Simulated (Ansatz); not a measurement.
Abridged output of a molecular run in Ansatz:

```
Functional definition: HF
  name "HF"
  cite "Fock, Z. Phys. 61, 126 (1930) doi:10.1007/BF01340294"
  parent pbe
  exchange = exact_x
  correlation = 0
1444 factors; integrals over basis functions are off by at most 1.4e-3 eV
mean field evaluation 1: about -34905.9526 eV, gradient 1.8e1 eV
mean field evaluation 2: about -34906.1982 eV, gradient 1.8e1 eV
mean field evaluation 4: about -34908.0138 eV, gradient 2.9e0 eV
mean field evaluation 8: about -34908.0508 eV, gradient 1.3e-1 eV
mean field -34908.05093457 eV, -1282.8472103188 hartree, gradient 6.1e-6 eV, S^2 0.000000; 0 other end points of the search recorded, 0 dependent functions left out
20 core orbitals not correlated: weight in the atoms' cores, before any rotation towards them, 1.000 or more for the frozen orbitals, at most 0.000 for the correlated occupied ones
reference -34908.05093457 eV, -1282.8472103188 hartree; 12, 12 occupied and 220, 220 virtual orbitals, 1444 factors
second order -14.05089282 eV of doubles, -0.00000000 eV of singles
cycle   1  -15.42981494 eV  change    -1.4e0 eV  update   9.6e-2
cycle   2  -15.96686833 eV  change   -5.4e-1 eV  update   3.1e-2
cycle   3  -16.01788374 eV  change   -5.1e-2 eV  update   1.1e-2
cycle   4  -16.01080136 eV  change    7.1e-3 eV  update   3.8e-3
cycle   5  -16.00936177 eV  change    1.4e-3 eV  update   1.2e-3
cycle   6  -16.00920990 eV  change    1.5e-4 eV  update   4.5e-4
cycle   7  -16.00917827 eV  change    3.2e-5 eV  update   1.6e-4
cycle   8  -16.00922625 eV  change   -4.8e-5 eV  update   6.7e-5
cycle   9  -16.00924174 eV  change   -1.5e-5 eV  update   2.6e-5
perturbative correction -0.60285371 eV, -0.0221544652 hartree
Total energy: -34924.66303002 eV, -1283.4576935664 hartree
```

Its atoms:

Z-matrix (Å, degrees):
```
Si
Si 1 2.343
Cl 1 2.084 2 107.3
Al 1 2.456 2 113.4 3 122.4
H 1 1.493 2 107.3 3 -114.2
H 2 1.489 1 109.1 3 175.5
H 2 1.487 1 111.1 3 54.9
H 2 1.488 1 109.7 3 -65.7
H 4 1.585 1 120.7 2 -111.9
H 4 1.588 1 118.5 2 66.6
```

Which basis set was used?
A. cc-pV(D+d)Z
B. def2-SVPD
C. def2-TZVPP
D. def2-TZVPPD

C. It gives 252 functions.

Write the keys of the input that set method, charge and spin (a neutral closed shell needs none for the last two).


```yaml
correlation: {method: ccsd_t}
```
